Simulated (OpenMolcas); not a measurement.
## Sb I: effect of the IPEA shift

```yaml
Program: OpenMolcas 26.06
Basis: ANO-RCC [10s9p8d5f3g]
Scalar_Hamiltonian: DKH2, point nucleus
Active_space: 5 electrons in 9 orbitals (RAS2 5s 5p; RAS3 5d, at most 2 electrons)
State_averaging: 2S+1 = 4 odd, 1 root; 2S+1 = 2 odd, 8 roots; 2S+1 = 4 even, 3 roots; 2S+1 = 2 even, 8 roots
Spin-orbit_coupling: state interaction with AMFI integrals over the reference wave functions, term energies averaged over their components
```

Methods on the same reference wave functions:
A. RASSCF
B. SS-RASPT2, IPEA 0.25 Eh, imaginary shift 0.1 Eh (closed shells correlated: 4d)
C. SS-RASPT2, IPEA 0.5 Eh, imaginary shift 0.1 Eh (closed shells correlated: 4d)

Energies in eV above 5s² 5p³ ⁴S°_3/2, the measured ground level; measured values from NIST Handbook of Basic Atomic Spectroscopic Data.

| Level | A | B | C | Measured |
| --- | --- | --- | --- | --- |
| 5s² 5p³ ⁴S°_3/2 | 0.0000 | 0.0000 | 0.0000 | 0.0000 |
| 5s² 5p³ ²D°_3/2 | 1.4644 | 1.084 | 1.109 | 1.0554 |
| 5s² 5p³ ²D°_5/2 | 1.5960 | 1.211 | 1.235 | 1.2217 |
| 5s² 5p³ ²P°_1/2 | 2.4624 | 2.090 | 2.120 | 2.0328 |
| 5s² 5p³ ²P°_3/2 | 2.6348 | 2.268 | 2.296 | 2.2893 |
| 5s 5p⁴ ⁴P_5/2 | 6.7689 | 6.947 | 7.000 |  |

Deviations, from unrounded energies. A percentage is the sum of absolute deviations over the sum of measured energies, with the sign that they share, or ± where signs differ.

| Against measurement | Levels | A | B | C |
| --- | --- | --- | --- | --- |
| mean absolute deviation (cm-1) | 4 | 3100 | 240 | 320 |
| other terms of the ground configuration (%) | 4 | +23.6 | ±1.8 | +2.4 |

B lies closest to measurement on these levels and A furthest from it. The largest miss of B in the table is 5s² 5p³ ²P°_1/2, by +470 cm-1. The ranking rests on the paired levels alone, and a cruder setting can come out closer through cancelling errors.

Between B and C the level of the table that moves most is 5s 5p⁴ ⁴P_5/2, by 430 cm-1 (lowest in B, highest in C). Moves below CASPT2's spread within the term are not significant.

From A to B the spin-free energies of the other terms of 5s² 5p³ shown, above ⁴S°, scale by factors of 0.75 to 0.84.

The lowest spin-free term lies below A's lowest term by 0.500 hartree in B, 0.498 hartree in C.

The run also gave levels led by 5s² 5p² 5d, which use shells meant for correlation; these and all levels above them are left out. Some terms mix strongly with configurations of 5d, whose occupation reaches 0.31 (5s 5p⁴ ⁴P) (holds for A). Measured partners are found by configuration, term and J. A level has none where our copy of the source lacks it or the pairing is in doubt (some pairs that miss far off the trend of their configuration count as doubtful), and it then counts in no deviation. Only configurations of the active space appear. The table leaves out levels that lie high or whose names do not pair safely across all columns.

° marks odd parity.
